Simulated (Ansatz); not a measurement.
Reactions of `ClC[SiH2][SeH]`.

Computed with Ansatz on PBE0-D4/def2-TZVP structures; ΔE is electronic, products minus reactants. CCSD(T)/CBS is the MP2 limit (def2-TZVPP, def2-QZVPP) plus CCSD(T) − MP2 in def2-TZVPP, frozen cores. This one scheme is used for every species, atoms too. No spin–orbit coupling; open shells (•) take unrestricted orbitals. Spin–orbit coupling would lower the free atoms: a little for C, Cl, Si; clearly for Se. def2 core potentials past Kr. Bonds to Ge, Se, Te are less sure, by a few kJ/mol each and by 10 to 20 or more in all where they break to atoms, as the def2 sets lack core-valence functions. Scalar relativity is left out up to krypton. One conformer a species, not always the lowest.

Order these by ΔE at CCSD(T)/CBS, lowest first. (An estimate is asked.)
A. `ClC[SiH2][SeH]` + H₂Te → `ClC[SiH2][TeH]` + H₂Se
B. `ClC[SiH2][SeH]` + `[CH3][AlH][GeH3]` → `[CH3][AlH][SiH2][SeH]` + `Cl[CH2][GeH3]`
C. `ClC[SiH2][SeH]` → `[CH2]` (triplet) + `Cl[SiH2][SeH]`
D. `ClC[SiH2][SeH]` + `N[SiH3]` → `[SiH3]N[SiH2][SeH]` + `CCl`
E. `ClC[SiH2][SeH]` + H₂S → `S[SiH2][SeH]` + `CCl`
F. `ClC[SiH2][SeH]` + `OCF` → `FCO[SiH2][SeH]` + `CCl`
G. `ClC[SiH2][SeH]` → C• + Cl• + 5 H• + Se• + Si•
H. `ClC[SiH2][SeH]` + `ClCCCl` → `ClCC(Cl)CCl` + `[SiH3][SeH]`

F (-97.1 kJ/mol), D (-70.8 kJ/mol), E (-61.7 kJ/mol), A (-0.1 kJ/mol), H (+28.7 kJ/mol), B (+38.7 kJ/mol), C (+314.7 kJ/mol), G (+2811.7 kJ/mol).

Largest T1 diagnostic: 0.012, for Si•.
